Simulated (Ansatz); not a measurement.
System: SiH, net charge 1, singlet state. 
Structure (B3LYP-D3(BJ)/def2-TZVP (Ansatz, a quantum-chemistry and plane-wave program) minimum search):
```
Si
H 1 1.5149
```
Charge +1, spin multiplicity 1.

Basis-set convergence of Hartree-Fock and CCSD correlation energies (hartree) with Ansatz. Cores are frozen in the correlated levels unless marked. No spin-orbit coupling. Non-relativistic.

The Hartree-Fock reference is unstable (checked in the largest basis), which strains HF and MP2. 

```tsv
basis	functions	E(HF)	E(corr, CCSD)
aug-cc-pV(D+d)Z	41	-289.15748	-0.08420
aug-cc-pV(T+d)Z	78	-289.16513	-0.09289
aug-cc-pV(Q+d)Z	135	-289.16724	-0.09540
```

Extrapolating the two largest sets (X = 3 and 4) as X^-3: E(corr) = (64·(-0.09540) - 27·(-0.09289))/37 = -0.0972 Eh, an estimate of the basis-set limit. The largest set recovers 98.1 % of it, the smallest 86.6 %.
